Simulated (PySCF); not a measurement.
A structure optimised at PBE-D3(BJ)/def2-SVP, used in a PySCF frequency run:

```xyz
7

Te    -0.2218     0.5519     0.5806
F     -1.9778    -0.2133     0.1443
O      0.9181    -0.9614    -0.0718
Si     1.2727    -1.1118    -1.7353
H      0.0132    -1.2531    -2.5425
H      2.1098    -2.3518    -1.8498
H      2.0473     0.0816    -2.2271
```
Charge 0, spin multiplicity 1.

**Question.** Write its SMILES and formula.

**Answer.** F[Te]O[SiH3], FH3OSiTe

**Question.** What are its rotational constants (standard atomic weights)?

**Answer.** 6.3241, 1.5934, 1.3657 GHz
